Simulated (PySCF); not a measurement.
Molecule: sum formula HBO2F, net charge -1, singlet state. It need not be the lowest isomer of its formula. Whether it binds its extra electron was not tested at this geometry. SMILES: B(F)([O-])O
Structure (B3LYP-D3(BJ)/def2-TZVP (Ansatz) minimum search):
```xyz
5

B     -0.1294    -0.0552     0.0138
F     -0.0953     1.3510    -0.0267
O     -1.1817    -0.7785     0.1334
O      1.2265    -0.5220    -0.1032
H      1.1458    -1.4794    -0.0701
```
Charge -1, spin multiplicity 1.

Dispersion corrections to the total energy (kcal/mol) from the dftd3 and dftd4 libraries through PySCF: D3(BJ) without and D4 with the three-body term, each with the damping fitted for the functional named.

```json
[
 {"functional": "HSE06", "D3(BJ)": "-0.70", "D4": "-1.23"},
 {"functional": "HF", "D3(BJ)": "-11.69", "D4": "-6.94"},
 {"functional": "revPBE", "D3(BJ)": "-3.26", "D4": "[?]"},
 {"functional": "BHLYP", "D3(BJ)": "-1.59", "D4": "[?]"},
 {"functional": "BLYP", "D3(BJ)": "-2.58", "D4": "-3.85"},
 {"functional": "CAM-B3LYP", "D3(BJ)": "-0.85", "D4": "-1.33"},
 {"functional": "B2GP-PLYP", "D3(BJ)": "-0.69", "D4": "[?]"}
]
```

Problem. Complete the blanks.

Solution. 
- revPBE, D4: -6.22
- BHLYP, D4: -1.79
- B2GP-PLYP, D4: -0.66
